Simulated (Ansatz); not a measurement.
Reaction (hydrogenolysis of the Si–O bond): `F[SiH2]O[SiH](F)F` + H₂ → `F[SiH2]F` + `O[SiH2]F`

Computed with Ansatz on PBE0-D4/def2-TZVP structures; ΔE is electronic, products minus reactants. CCSD(T)/CBS is the MP2 limit (def2-TZVPP, def2-QZVPP) plus CCSD(T) − MP2 in def2-TZVPP, frozen cores. This one scheme is used for every species. Functionals use def2-TZVPP. B3LYP here is the variant with VWN-RPA as its local correlation; programs differ in this. One conformer a species, not always the lowest.

`F[SiH2]O[SiH](F)F`:

Z-matrix (Å, degrees):
```
Si
O 1 1.626
F 1 1.590 2 108.4
H 1 1.476 2 110.2 3 117.8
H 1 1.475 2 108.4 3 -117.1
Si 2 1.605 1 155.1 3 -80.7
F 6 1.581 2 109.8 1 -1.9
F 6 1.578 2 108.8 1 -118.9
H 6 1.463 2 111.7 1 120.1
```

H₂:

Z-matrix (Å, degrees):
```
H
H 1 0.746
```

`F[SiH2]F`:

Z-matrix (Å, degrees):
```
Si
F 1 1.586
F 1 1.586 2 108.0
H 1 1.474 2 108.5 3 117.4
H 1 1.474 2 108.5 3 -117.4
```

`O[SiH2]F`:

Z-matrix (Å, degrees):
```
Si
F 1 1.596
O 1 1.630 2 111.0
H 1 1.482 2 106.0 3 121.4
H 1 1.474 2 108.2 3 -116.3
H 3 0.958 1 119.1 2 71.8
```

```tsv
level	ΔE (kJ/mol)	difference from CCSD(T)/CBS
B97M-V	120.8	0.2
B3LYP-D4	120.9	0.3
BHLYP-D4	126.3	5.7
CAM-B3LYP-D4	120.9	0.3
PBE-QIDH	116.0	-4.6
LC-ωPBE	109.1	-11.5
RPA@PBE/def2-TZVPP	113.6	-7.0
HF/def2-SVP	105.4	-15.2
CCSD(T)/def2-SVP	105.7	-14.9
MP2/def2-TZVPP	122.2	1.6
CCSD(T)/CBS	120.6	0
```

Largest T1 diagnostic among the species: 0.012.

At CCSD(T), def2-SVP lies −14.9 kJ/mol from the extrapolated value and def2-TZVPP −2.2 kJ/mol. Leaving LDA and LC-ωPBE aside and taking each functional with its dispersion term where it has one, the values, not all of them listed here, spread over 17.7 kJ/mol, from PBE-D4 to BHLYP-D4. LDA lies +9.3 kJ/mol from PBE without D4. From PBE to PBE0 (25 % exact exchange), in def2-TZVPP and without D4, ΔE moves by +4.7 kJ/mol.
